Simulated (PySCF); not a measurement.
## BeO: a composite coupled-cluster calculation

State: ¹Σ⁺, singlet, closed shell. De refers to Be + O. RHF-based CCSD(T) in PySCF 2.14 with Be aug-cc-pVTZ, O aug-cc-pVTZ and Be aug-cc-pVQZ, O aug-cc-pVQZ (frozen core orbitals: 2; no relativity). Correlation energies are extrapolated as n⁻³ (n = 3, 4), Hartree–Fock as (n+1)·exp(−9√n). CV is the change on freezing 0 orbitals instead, in Be cc-pCVTZ, O cc-pwCVTZ. SR is the spin-free X2C energy in Be cc-pVTZ-DK, O cc-pVTZ-DK less the non-relativistic one in Be cc-pVTZ, O cc-pVTZ.

| Level | Re (Å) | ωe (cm⁻¹) | ωexe (cm⁻¹) | αe (cm⁻¹) | De (eV) |
| --- | --- | --- | --- | --- | --- |
| CCSD(T)/TZ | 1.3456 | 1451.4 | 11.8 | 0.0191 | 4.337 |
| CCSD(T)/QZ | 1.3387 | 1470.0 | 11.8 | 0.0190 | 4.500 |
| HF/CBS | 1.2908 | 1725.7 | n/a | 0.0156 | 1.715 |
| MP2/CBS | 1.3479 | 1412.5 | 11.9 | 0.0203 | 5.455 |
| CCSD/CBS | 1.3209 | 1574.6 | 10.7 | 0.0168 | 4.230 |
| CCSD(T)/CBS | 1.3357 | 1480.8 | 11.9 | 0.0190 | 4.600 |
| CCSD(T)/CBS+CV | 1.3319 | 1487.4 | 11.9 | 0.0190 | 4.643 |
| CCSD(T)/CBS+CV+SR | 1.3318 | 1486.6 | 11.9 | 0.0191 | 4.632 |

Task: How much is left between CCSD(T)/QZ and the basis-set limit, and how much do the triples give at the limit?

Result: CCSD(T)/CBS less CCSD(T)/QZ: -3.0 mÅ in Re, +10.8 cm⁻¹ in ωe and +0.100 eV in De. CCSD(T)/CBS less CCSD/CBS: +14.8 mÅ in Re, -93.8 cm⁻¹ in ωe and +0.370 eV in De.

Task: What do the later terms add?

Result: CV: -3.8 mÅ in Re, +6.6 cm⁻¹ in ωe and +0.043 eV in De; SR: -0.1 mÅ in Re, -0.8 cm⁻¹ in ωe and -0.011 eV in De, each against the row above.

Measured (Huber and Herzberg, Constants of Diatomic Molecules (1979)): Re = 1.3309 Å, ωe = 1487.32 cm⁻¹, ωexe = 11.83 cm⁻¹. The last row is off by 0.9 mÅ and -0.7 cm⁻¹.

The T1 diagnostic is 0.041, large enough to doubt a single reference. The open-shell atoms are computed with UHF. Spin–orbit coupling, excitations beyond (T) and corrections to the Born–Oppenheimer picture are left out.

The whole job (state search and all basis sets along the bond) took about 6.1 min on 4 threads of Intel Xeon Platinum 8375C @ 2.90GHz (shared host), peak memory 6 GiB.
